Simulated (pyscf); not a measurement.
A first-order saddle from PySCF, ωB97X-D3(BJ)/def2-SVP:

```xyz
8

C      0.6849     0.3063    -0.0954
C     -0.6829    -0.1065    -0.1041
C     -1.5623    -0.6891     0.7060
H      0.1290    -0.4459    -1.0455
H      0.9720     1.1950    -0.6665
H      1.4196    -0.1183     0.6036
H     -2.4308    -1.2763     0.3928
F     -1.4935    -0.5571     2.0500
```
Charge 0, spin multiplicity 2.

Surface: doublet, charge 0. Lowest wavenumbers (cm⁻¹): 1946i, 151, 315, 460, 667.

Question: Which two sides does it connect, and which bonds change?

Answer: •H₂C–CH=CH–F ⇌ H₃C–C•=CH–F, a hydrogen shift read from left to right: C–H broken and C–H formed. At CCSD(T)/def2-TZVPP + ΔMP2(QZVPP) it lies +2.94 eV from the left side and +1.97 eV from the right (each side as separated species at their lowest minima found). H₃C–C•=CH–F lies 1.10 eV over its isomer •H₂C–C(=CH₂)–F (electronic energy, ωB97M-D3(BJ)/def2-TZVP). One saddle was located; it need not be the lowest between these sides. The CCSD(T) − MP2 part came from Ansatz, without density fitting, on the same reference. A UHF reference is spin-contaminated (<S²> up to 0.96), which harms MP2 most.
